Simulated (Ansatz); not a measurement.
C2H6ClSb⁺, that is SbMe2Cl with one electron fewer. Charge 1, multiplicity 2. Geometry PBE-D4/def2-SVP, that of the neutral singlet.

```xyz
10

Sb   -0.4896    0.9082   -0.8676
C    -0.8288    0.5692    1.2677
H     0.0144    1.0030    1.8423
H    -0.8882   -0.5208    1.4499
H    -1.7739    1.0521    1.5805
C     1.2740   -0.3863   -0.9151
H     1.5870   -0.5504   -1.9635
H     1.0218   -1.3559   -0.4454
H     2.0992    0.1007   -0.3574
Cl   -2.0159   -0.8198   -1.5914
```

In the def2 sets Sb takes a core potential; there is no spin–orbit coupling.

(1) Estimate the α-spin orbital energies around the gap (eV) in Ansatz with PBE-D4/def2-TZVP, r2SCAN-D4/def2-TZVP, PBE0-D4/def2-TZVP.

Results:

(1) 
```
orbital  PBE-D4/def2-TZVP  r2SCAN-D4/def2-TZVP  PBE0-D4/def2-TZVP
 HOMO−5            -15.05               -15.49             -16.66
 HOMO−4            -14.23               -14.56             -15.47
 HOMO−3            -13.57               -13.91             -14.92
 HOMO−2            -13.35               -13.67             -14.62
 HOMO−1            -12.51               -12.79             -13.76
   HOMO            -12.28               -12.65             -13.49
   LUMO             -7.88                -7.75              -7.10
 LUMO+1             -6.61                -6.47              -5.89
 LUMO+2             -5.40                -5.06              -4.51
 LUMO+3             -3.94                -3.15              -3.16
 LUMO+4             -2.86                -2.12              -2.08
 LUMO+5             -2.76                -1.99              -1.93
 β HOMO            -12.33               -12.56             -13.48
 β LUMO            -11.58               -11.51             -10.92
```
